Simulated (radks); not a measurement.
Valence configurations of Pt II (all share [Xe]). Method: scalar-relativistic Kohn-Sham, r2SCAN, spin-polarised, spherical densities, finite nucleus; open shells are filled with parallel spins first (spin-orbit coupling, left out, can overturn this in heavy ions); meta-GGA in the generalised Kohn-Sham scheme; Fermi nuclear charge, rms radius 5.427 fm; computed with a radial shooting solver on a logarithmic mesh with Libxc functionals. Energies are relative to 4f14 5d9; eigenvalues in eV for spin up.

| valence | E (eV) | moment (Bohr magnetons) | e(4f) | e(5d) | e(6p) | e(6s) |
|---|---|---|---|---|---|---|
| 4f14 5d9 | 0.000 | 1 | -78.982 | -14.757 | - | - |
| 4f14 5d8.5 6s0.5 | 0.539 | 2 | -80.668 | -16.187 | - | -13.842 |
| 4f14 5d8 6s1 | 0.905 | 3 | -82.382 | -17.606 | - | -14.961 |
| 4f14 5d8 6p1 | 8.225 | 3 | -84.106 | -19.085 | -8.468 | - |
| 4f14 5d7 6p2 | 17.519 | 5 | -89.222 | -23.266 | -10.346 | - |
| 4f13.5 5d9.5 | 33.555 | 1 | -84.783 | -15.163 | - | - |
| 4f13 5d10 | 69.298 | 1 | -90.675 | -15.564 | - | - |
| 4f13 5d9 6s1 | 71.875 | 3 | -94.317 | -18.619 | - | -14.958 |
| 4f13 5d9 6p1 | 79.213 | 3 | -96.091 | -20.162 | -8.475 | - |
| 4f13 5d8 6p2 | 90.432 | 5 | -101.43 | -24.545 | -10.411 | - |

NIST lists [Xe] 4f14 5d9 as the ground configuration; this level of theory agrees among the configurations tried. The energies are those of spherical high-spin densities, not of single terms.
